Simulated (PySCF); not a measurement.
## Correlation energy of Pt (platinum, neutral)

[Xe] 4f14 5d8 6s2, high-spin 3F determinant (an excited configuration). All numbers are calculated (PySCF 2.14, scalar relativity by spin-free X2C-1e, in x2c-TZVPPall). Frozen: [Xe] 4f14; 10 electrons correlated.

MP2 pair energies summed by pair of shells (mhartree):

```tsv
pair	energy	share (%)
5d-5d	-186.38	65.2
5d-6s	-81.24	28.4
6s-6s	-18.25	6.4
```

Total MP2 correlation energy: -285.88 mhartree.

Same-spin part -95.99 and opposite-spin part -189.89 mhartree; SCS-MP2 scales them by 1/3 and 6/5 to -259.86 mhartree.
